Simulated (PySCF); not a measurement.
Species: C₆H₈F (doublet state).
Z-matrix (Å and degrees, GFN2-xTB geometry), rows numbered from 1:
```
C 
C   1  1.4697
C   2  1.4722  1  135.48
F   3  1.3846  2  119.98  1    23.13
C   2  1.4304  1  136.94  3    96.44
C   5  1.4940  2  141.62  3  -126.25
C   5  1.4984  2  139.65  3   129.17
H   1  1.0903  2  110.25  3    81.52
H   1  1.0965  2  110.82  3   -37.12
H   1  1.0888  2  110.60  3  -157.54
H   3  1.0853  2  123.05  5   108.94
H   6  1.0800  5  117.91  7  -108.52
H   6  1.0803  5  117.49  7   108.53
H   7  1.0801  5  117.18  6   108.71
H   7  1.0798  5  117.78  6  -108.77
```

Identity: `C[C]1[C@@H](F)C12CC2` [radical].

Computed with PySCF 2.14.0, UKS B3LYP, pcH-1 on C F H, non-relativistic, mean-field spin-orbit, GIAO. Geometry: GFN2-xTB; no solvent, vibrations or thermal averaging. The geometry wasn't refined by DFT: couplings that depend on bond lengths, twists or pyramidal angles can differ widely from those at the functional's own minimum. No stability test was run, so a lower SCF solution isn't excluded.

Problem. The isotropic 13C couplings are +196.6, +43.2, -31.2, +27.2, -14.0, -7.3 MHz. Assign them to C1; C2; C3; C5; C6; C7.

Solution. 
```csv
site,a_iso (MHz),ρ(0) (bohr⁻³),position,distance from C2 (Å),spin population,largest |T| (MHz)
C1,-14.0,-0.0125,1 bond from C2,1.47,-0.06,3.8
C2,+196.6,+0.1749,largest spin population,0.00,+0.85,138.5
C3,-7.3,-0.0065,1 bond from C2,1.47,-0.02,4.7
C5,-31.2,-0.0278,1 bond from C2,1.43,-0.04,9.2
C6,+43.2,+0.0384,2 bonds from C2,2.76,+0.08,18.5
C7,+27.2,+0.0242,2 bonds from C2,2.75,+0.07,15.2
```

ρ(0) is the spin density at the nucleus and T the dipolar tensor; entries for several nuclei are means. The largest Mulliken spin populations are on C2 (+0.85), C6 (+0.08) and C7 (+0.07). No atom but C2 exceeds +0.15. The angles at C2 add up to 334.6°, so it is pyramidal.

β density exceeds α density at some nuclei, such as C5 (-0.0278), C1 (-0.0125) and C3 (-0.0065), spin density in bohr⁻³. In a single determinant that takes different orbitals for the two spins, that is spin polarisation.

Nuclei that the bonding pattern makes equivalent are averaged, as if the motion that swaps them (rotation, inversion, ring flip) were fast. The three 1H nuclei of mean +61.4 MHz run from 10.9 to 126.0 MHz in the frozen geometry.
